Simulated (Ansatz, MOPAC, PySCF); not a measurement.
Lewis adduct: ClFHIn (SMILES [F][InH][Cl]) (first 4 atoms) with NH3 (SMILES N); geometry from B3LYP-D3(BJ)/def2-TZVP, rigid monomers moved along the line of their centres of mass till In2···N5 is 2.10 Å.
(charge 0, multiplicity 1):
```xyz
8

F      0.88016     1.42084     1.16467
In    -0.72705     0.27460     1.39663
Cl    -2.20336     1.29155     2.95065
H     -1.21904    -0.78507     0.15777
N      0.39501    -0.61437     2.93418
H      1.25045    -0.06558     2.88662
H     -0.05796    -0.43110     3.82466
H      0.62943    -1.59941     2.87894
```

Interaction energies are E(AB) − E(A) − E(B) at the monomers' geometry in the complex; basis-set methods are counterpoise corrected. Rows marked so take none.

Frozen-core correlation. Filled d and f shells under p-block atoms count as core. CBS(a, b) extrapolates the correlation energy as X⁻³ and adds the Hartree–Fock energy of set b. Rows in 3-21G, STO-3G carry no dispersion term and start afresh at each structure; the Pople sets are all-electron and without relativity. The state reached by AM1, PM3, PM6, PM7 isn't checked; PM7 holds dispersion and hydrogen-bond terms.

Run with Ansatz (Gaussian basis) for Hartree–Fock, density functionals and correlated methods; MOPAC for AM1, PM3, PM6, PM7 (differences of heats of formation); PySCF for 3-21G rows, STO-3G rows, the dispersion terms. Each number belongs to the level named beside it. In def2 rows elements past Kr take small-core potentials, without spin–orbit coupling.

Other levels give for the interaction energy: PBE/def2-TZVPPD -90.0; B3LYP/def2-TZVPPD -88.8; B3LYP-D3(BJ)/def2-TZVPPD -102.8; wB97M-V/def2-TZVPPD -115.6; MP2/CBS(def2-SVPD, def2-TZVPPD) + ΔCCSD(T)/def2-SVPD -98.3 kJ/mol.

Common cheap choices:

| level | interaction energy (kJ/mol) |
|---|---|
| AM1 | -110.7 |
| PM3 | -172.4 |
| PM6 | -106.7 |
| PM7 | -94.2 |
| HF/STO-3G (no counterpoise) | -199.7 |
| HF/3-21G (no counterpoise) | -201.0 |
| B3LYP/3-21G (no counterpoise) | -196.6 |

Ansatz is a program for electronic structure.
